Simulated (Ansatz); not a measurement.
Consider the ligand exchange at a V–F bond: `[O]=[V]([OH])([OH])[F]` + NH₃ → `[NH2][V](=[O])([OH])[OH]` + H–F.

Gas-phase electronic energies from Ansatz, PBE0-D4/def2-TZVP geometries. CCSD(T)/CBS adds triple-zeta CCSD(T) − MP2 to the extrapolated MP2 energy (def2 sets, frozen cores). This one scheme is used for every species. Functionals use def2-TZVPP. For V outer-core shells are correlated without core-valence functions, which leaves a few kJ/mol of doubt a bond. Scalar relativity is left out up to krypton. Each species was taken in one conformer, which may not be the lowest.

`[O]=[V]([OH])([OH])[F]`:

Cartesian coordinates in Å:
```
O -0.344 0.637 1.430
V 0.014 -0.257 0.213
O 1.494 0.335 -0.517
O -1.289 -0.181 -0.956
F 0.232 -1.891 0.747
H 1.998 1.059 -0.135
H -2.104 0.299 -0.782
```

NH₃:

```xyz
4

N    -0.032    0.270    0.073
H     0.401   -0.269    0.812
H    -0.920   -0.170   -0.136
H     0.551    0.169   -0.749
```

`[NH2][V](=[O])([OH])[OH]`:

Cartesian coordinates in Å:
```
N 0.832 -0.919 -0.677
V 0.147 0.551 0.152
O 1.222 1.667 0.029
O -0.165 0.220 1.871
O -1.353 1.065 -0.654
H 0.469 -1.856 -0.569
H 1.721 -0.920 -1.153
H -0.963 -0.249 2.130
H -1.910 0.442 -1.127
```

H–F:

Cartesian coordinates in Å:
```
F 0.128 0.218 0.385
H -0.128 -0.218 -0.385
```

| level | ΔE (kcal/mol) |
| --- | --- |
| ωB97M-V | 23.6 |
| revPBE | 25.4 |
| BLYP | 25.9 |
| MP2/def2-SVP | 26.1 |

Q: What does CCSD(T)/CBS give? (Best estimate.)

A: The calculation gave: +20.2 kcal/mol. The listed levels differ from it by 3.4, 5.2, 5.7, 5.9 kcal/mol.

Q: What do rigid-rotor, harmonic-oscillator terms from PBE0-D4/def2-TZVP frequencies (298.15 K, 1 bar) make of the CCSD(T)/CBS value? (Estimate.)

A: Ansatz gave: ΔZPE = -1.9 kcal/mol, ΔH = +18.8 kcal/mol, ΔS = 1 J/(mol·K), ΔG = +18.8 kcal/mol.

Largest T1 diagnostic among the species: 0.033, so the coupled-cluster value is less sure than usual.

From BLYP to BHLYP (50 % exact exchange), in def2-TZVPP and without D4, ΔE moves by −1.7 kcal/mol. In def2-TZVPP, CCSD(T) changes the Hartree–Fock value by −3.8 kcal/mol (the triples alone add −0.2 kcal/mol) and MP2 by −5.3 kcal/mol. The D4 term adds −1.3 kcal/mol with B3LYP and −0.7 kcal/mol with PBE0; it sums over pairs of atoms, weighted by their polarisabilities, and B3LYP, whose exchange is more repulsive, gets the larger term.

B3LYP here is the variant with VWN-RPA as its local correlation; programs differ in this.
